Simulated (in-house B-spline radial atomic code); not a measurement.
A calculation on Ne8+: its settings, and results tabulated from the run. Method: scalar-relativistic (X2C) r2SCAN, spin-polarised, spherical fractional occupations, Fermi nucleus of rms radius 3.0055 fm. Calculated with an all-electron radial atomic-structure program (B-spline basis).

Command:
```bash
python run_scf.py task.json out
```
Settings (nuclear radius in fm, mass in u):
```
Z                10
configuration    1s2
hamiltonian      x2c
method           r2scan
spin_polarised   True
nucleus          fermi
rms_radius       3.0055
atomic_mass      19.99244
speed_of_light   137.035999084
```

Output (hartree, bohr):
```
 radial grid: 61 intervals, B-splines of order 8, outer radius 3.4483 bohr

 iter        energy (Eh)    residual
    1         -94.025881    1.92e-02
    2         -94.026319    3.15e-04
    3         -94.026319    1.54e-04
    4         -94.026319    7.56e-05
    5         -94.026319    2.91e-06
    6         -94.026319    1.10e-07

 total energy                       -94.02632
 kinetic                              94.2201
 electron-nucleus                   -194.2367
 Hartree                              12.0806
 exchange-correlation                 -6.0903

 orbital      occ     eigenvalue          <r>       <r^2>       <1/r>       r_max
 1s up      1.000       -41.9976     0.155662   0.0325321       9.734      0.1021
 1s down    1.000       -41.9976     0.155662   0.0325321       9.734      0.1021
```

Run time, properties included: 0.1 s on 1 thread of x86-64 server CPU (shared host).
